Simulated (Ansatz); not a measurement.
Species: CH4BF, charge 0, singlet. CH4BF (SMILES B(C)F).
B3LYP-D3(BJ)/def2-TZVP minimum from Ansatz (a program for electronic structure):
```
C
H 1 1.0905
H 1 1.0957 2 108.88
H 1 1.0957 2 108.88 3 114.16
B 1 1.5552 2 113.93 3 -122.92
F 5 1.3313 1 120.52 2 0.00
H 5 1.1969 6 115.94 1 180.00
```

Atomisation energy term by term, kcal/mol (programs: Ansatz). UHF or UKS for unpaired electrons; spin-orbit terms are left out. Cores are frozen in correlated methods. Rows without X2C or -DK are non-relativistic. CBS(X,Y): correlation extrapolated as X^-3, Hartree-Fock from the larger set. A bracket is a step between two methods taken in the basis named. 'core' is core correlation in cc-pwCVTZ, 'X2C' scalar relativity in cc-pVTZ-DK, both at CCSD(T). Where a partner has so few electrons that a lower coupled-cluster level is exact, that level stands in.

```tsv
term	basis	kcal/mol
Hartree-Fock	cc-pVQZ	511.48
CCSD correlation	CBS(cc-pVTZ,cc-pVQZ)	132.08
(T)	CBS(cc-pVTZ,cc-pVQZ)	7.52
CCSDT(Q) - CCSD(T)	cc-pVDZ	0.35
core correlation	cc-pwCVTZ	2.50
scalar relativity	X2C, cc-pVTZ-DK	-0.46
sum: De		653.5
```
